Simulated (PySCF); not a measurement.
Cl3Ga, charge -1, multiplicity 2. Atoms are numbered in the order given.

```xyz
4

Ga     0.0000     0.0000    -0.5117
Cl     1.8712     1.0803     0.3111
Cl    -1.8712     1.0803     0.3111
Cl     0.0000    -2.1606     0.3111
```
Charge -1, spin multiplicity 2.

The structure is a stationary point at B3LYP-D3(BJ)/def2-SVPD.

These are CAM-B3LYP/def2-TZVPD run with PySCF values and carry that method's errors.

Mulliken values depend strongly on the basis, most of all with diffuse functions as here. ESP charges are fitted to the potential on shells at 1.4 to 2.0 van der Waals radii. Atomic charges (e):

```json
[
 {"atom": "Ga1", "ESP fit": "0.15", "meta-Löwdin": "0.36", "Mulliken": "0.36", "Mulliken spin": "0.74"},
 {"atom": "Cl2", "ESP fit": "-0.38", "meta-Löwdin": "-0.45", "Mulliken": "-0.45", "Mulliken spin": "0.09"},
 {"atom": "Cl3", "ESP fit": "-0.38", "meta-Löwdin": "-0.45", "Mulliken": "-0.45", "Mulliken spin": "0.09"},
 {"atom": "Cl4", "ESP fit": "-0.38", "meta-Löwdin": "-0.45", "Mulliken": "-0.45", "Mulliken spin": "0.09"}
]
```
